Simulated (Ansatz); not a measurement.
Conformers of CH₅GaO₃, SMILES `C[O][Ga]([OH])[OH]`, each relaxed with PBE0-D4/def2-TZVP in Ansatz. CBS adds the triple-zeta coupled-cluster correction to the MP2 limit.

Outer-core shells of Ga are correlated without core-valence functions. Scalar relativity is left out up to krypton. Spin–orbit coupling is left out.

Not all of them had a frequency check.

Conformer A:

Cartesian coordinates in Å:
```
C -0.152 -1.787 -0.199
O -0.235 -0.535 -0.845
Ga 0.057 0.990 -0.001
O 0.471 0.960 1.725
O -0.063 2.531 -0.871
H -1.113 -2.305 -0.280
H 0.610 -2.403 -0.689
H 0.105 -1.709 0.863
H 0.611 1.834 2.094
H -0.292 2.424 -1.797
```

Conformer B:

```xyz
10

C     0.360    0.557    1.767
O     0.422   -0.584    0.941
Ga   -0.073   -0.543   -0.749
O    -0.658    1.012   -1.396
O     0.050   -2.050   -1.676
H     1.357    0.774    2.164
H    -0.309    0.362    2.612
H    -0.001    1.451    1.246
H    -0.917    0.996   -2.319
H    -0.230   -1.976   -2.590
```

(1) Which is lowest in electronic energy at CCSD(T)/CBS (frozen core, def2 sets), and by how much? (Best estimate.)

(2) Give the energies relative to A (kJ/mol) with PBE-D4/def2-TZVPP, PBE0-D4/def2-TZVPP, ωB97M-V/def2-TZVPP, B2PLYP/def2-TZVPP, r2SCAN/def2-TZVPP, B3LYP/def2-TZVPP, HF/def2-TZVPP. (Estimate.)

Results:

(1) Ansatz gave: A; B lies 7.0 kJ/mol higher.

(2) Computed: 
```csv
level,B
PBE-D4/def2-TZVPP,6.5
PBE0-D4/def2-TZVPP,7.1
ωB97M-V/def2-TZVPP,7.3
B2PLYP/def2-TZVPP,7.2
r2SCAN/def2-TZVPP,6.8
B3LYP/def2-TZVPP,7.1
HF/def2-TZVPP,8.4
```

B3LYP here is the variant with VWN-RPA as its local correlation; programs differ in this.
